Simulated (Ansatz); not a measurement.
`[SiH3]S[CH2][GeH3]` and `C=NCS[SiH3]` differ in one atom or group.

Ansatz, PBE0-D4/def2-TZVP geometries, multiplicity 1. Each molecule was computed in one conformer, which needn't be the lowest.

Scalar relativity is left out up to krypton.

| property | `[SiH3]S[CH2][GeH3]` |
| --- | --- |
| HOMO energy (PBE0/def2-TZVPP) / eV | -7.04 |
| LUMO energy (PBE/def2-TZVPP) / eV | -0.95 |
| LUMO energy (PBE0/def2-TZVPP) / eV | -0.08 |
| size of the dipole moment (ωB97M-V/def2-TZVPP) / D | 1.34 |
| HOMO–LUMO gap (PBE0/def2-TZVPP) / eV | 6.96 |
| HOMO energy (ωB97M-V/def2-TZVPP) / eV | -9.23 |

Task: What does the change do to each property? (Estimate.)

Result: Ansatz gave: 
```json
{"property": "HOMO energy (PBE0/def2-TZVPP) / eV", "`C=NCS[SiH3]`": "-6.96", "shift": "0.08"}
{"property": "LUMO energy (PBE/def2-TZVPP) / eV", "`C=NCS[SiH3]`": "-2.04", "shift": "-1.09"}
{"property": "LUMO energy (PBE0/def2-TZVPP) / eV", "`C=NCS[SiH3]`": "-0.92", "shift": "-0.84"}
{"property": "size of the dipole moment (ωB97M-V/def2-TZVPP) / D", "`C=NCS[SiH3]`": "2.43", "shift": "1.09"}
{"property": "HOMO–LUMO gap (PBE0/def2-TZVPP) / eV", "`C=NCS[SiH3]`": "6.04", "shift": "-0.92"}
{"property": "HOMO energy (ωB97M-V/def2-TZVPP) / eV", "`C=NCS[SiH3]`": "-9.15", "shift": "0.08"}
```

With PBE0 the HOMO rises by 0.08 eV and the LUMO falls by 0.84 eV, so the gap narrows by about 0.92 eV. PBE moves the HOMO by 0.07 eV and ωB97M-V by 0.08 eV. Dipoles are sizes alone; their direction can turn.
